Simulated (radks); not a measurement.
Question: Species: Eu XLII. Configuration: [Ar] 3d4. Calculated with a radial shooting solver on a logarithmic mesh with Libxc functionals: non-relativistic Kohn-Sham, LB94 model potential, spin-polarised, spherical densities, point nucleus; open shells are filled with parallel spins first (spin-orbit coupling, left out, can overturn this in heavy ions); relativity is left out, which matters for an element this heavy. Some entries of the table are withheld. Estimate them.

orbital  occ.  eigenvalue (Ry)  <1/r> (bohr^-1)
1s down     1        -3523.906            62.50
1s up       1        -3523.862            62.50
2s up       1        -694.4946            14.61
2s down     1        -694.3756            14.63
2p down     3        -669.7448              (1)
2p up       3        -669.7239              (2)
3s up       1        -258.0755            5.826
3s down     1        -256.6710            5.804
3p up       3        -247.8992            5.787
3p down     3        -246.4148            5.770
3d up       4        -230.6192              (3)
3d down     0        -229.1944              (4)

Answer: 
(1) 2p down <1/r> (bohr^-1): 14.64
(2) 2p up <1/r> (bohr^-1): 14.63
(3) 3d up <1/r> (bohr^-1): 5.698
(4) 3d down <1/r> (bohr^-1): 5.702
